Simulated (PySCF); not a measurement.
# Assigning NMR signals

Geometry:
| atom | x (Å) | y (Å) | z (Å) |
| --- | --- | --- | --- |
| C1 | 2.519 | -0.404 | -0.394 |
| C2 | 1.235 | 0.354 | -0.212 |
| O3 | 1.240 | 1.597 | -0.273 |
| C4 | 0.019 | -0.377 | 0.023 |
| C5 | -1.161 | 0.316 | 0.179 |
| C6 | -2.478 | -0.336 | 0.421 |
| O7 | -1.199 | 1.621 | 0.121 |
| H8 | 3.356 | 0.301 | -0.476 |
| H9 | 2.466 | -1.017 | -1.308 |
| H10 | 2.687 | -1.091 | 0.448 |
| H11 | 0.026 | -1.465 | 0.076 |
| H12 | -3.173 | -0.071 | -0.390 |
| H13 | -2.913 | 0.051 | 1.355 |
| H14 | -2.389 | -1.427 | 0.483 |
| H15 | -0.230 | 1.903 | -0.050 |

[PySCF 2.14.0 with density-fitted response routines: shieldings: GIAO PBE0/pcSseg-1; J couplings at B3LYP/pcJ-1 (without the spin–dipole term); geometry from PBE0-D3(BJ)/def2-SVP; non-relativistic Hamiltonian; no solvent; a single conformation; averaged over atoms made equivalent by symmetry, fast rotation or ring inversion]

Chemical shifts δ = σref − σ; TMS for 13C, 1H, all at this level.

Question: Assign these signals to the numbered atoms. 13C{1H} NMR (computed): δ 204.1 (C), 187.7 (C), 100.7 (CH), 29.3 (CH3), 23.6 (CH3).

Answer: 
204.1 → C2, ketone carbonyl carbon: low-lying n→π* states of the double bond to the heteroatom give a large paramagnetic term (-270 ppm)
187.7 → C5, alkene carbon bearing oxygen: an sp2 carbon further deshielded by the attached heteroatom
100.7 → C4, β carbon of an enol-ether or enamine type C=C: the O or N lone pair pushes π density onto this β carbon and shields it
29.3 → C1, methyl carbon α to a carbonyl: α to the electron-withdrawing carbonyl group
23.6 → C6, allylic methyl carbon: aliphatic region, no heteroatom directly attached

Question: Assign these signals to the numbered atoms. 1H NMR (400 MHz, computed): δ 16.89 (br s, 1H), 5.28 (s, 1H), 2.11 (s, 3H), 1.92 (s, 3H).

Answer: 
16.89 → H15, hydrogen on an enol oxygen: labile proton, position sensitive to the medium
5.28 → H11, hydrogen on a β carbon of an enol-ether or enamine type C=C: olefinic region
2.11 → H8/H9/H10, hydrogen on a methyl carbon α to a carbonyl: α to C=O
1.92 → H12/H13/H14, hydrogen on an allylic methyl carbon: allylic position

OH and NH positions are those of a molecule without intermolecular hydrogen bonds; in solution they move with solvent, concentration and temperature, and exchange usually removes their couplings. Shifts are as computed. Against solution values, carbons near 30 ppm lie about +2 ppm off and those near 130 ppm about +5 ppm. Of 1211 compounds with measured shifts, 218 miss one by over three times the rms of a fit or turn the order of signals round; such compounds aren't used in these exercises.
